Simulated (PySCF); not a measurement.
C4H6BNO2.
Atom-mapped SMILES: `[CH3:1]/[N:2]=[CH:3]\[C:4]#[C:5][B:6]([OH:7])[OH:8]` (hydrogens: H9, H10, H11 on C1; H12 on C3; H13 on O7; H14 on O8)

Torsions of this conformer, `[CH3:1]/[N:2]=[CH:3]\[C:4]#[C:5][B:6]([OH:7])[OH:8]`: H–O7–B6–C5 180°, H–O8–B6–C5 179°.

The closed-shell ground state was solved at several levels (PySCF, density fitting, gas phase, non-relativistic). One conformer (not necessarily the lowest) at the PBE0-D3(BJ)/def2-SVP geometry, without solvent, vibrations or thermal averaging.

| level | basis functions | total energy (Eh) | HOMO (eV) | LUMO (eV) | gap (eV) | dipole (D) |
| --- | --- | --- | --- | --- | --- | --- |
| B3LYP/pcJ-1 | 276 | -386.1428 | -7.15 | -1.65 | 5.50 | 4.51 |
| wB97X-D/pcSseg-1 | 166 | -385.9443 | -9.37 | 0.27 | 9.64 | 4.54 |
| wB97X-D/def2-SVPD | 214 | -385.7243 | -9.40 | 0.17 | 9.57 | 4.27 |

Q: What might PBE0/pcSseg-1 (166 basis functions) give for the same quantities?

A: Total energy -385.6307 Eh, HOMO -7.43 eV, LUMO -1.48 eV, gap 5.95 eV, dipole 4.47 D.

Q: Over all these levels, which gives the widest orbital gap and which the narrowest?

A: wB97X-D/pcSseg-1 (range-separated hybrid) has the widest, 9.64 eV, and B3LYP/pcJ-1 (global hybrid, 20 % exact exchange) the narrowest, 5.50 eV. Functional and basis both differ between the two, so the spread mixes both effects.

Q: How far do the dipole and the HOMO energy spread over the levels?

A: The dipole runs from 4.27 to 4.54 D (mean 4.45 D) and the HOMO from -9.40 to -7.15 eV.

The pairwise dispersion term of wB97X-D wasn't added to the energies; at a given geometry it leaves orbitals and properties as they are.
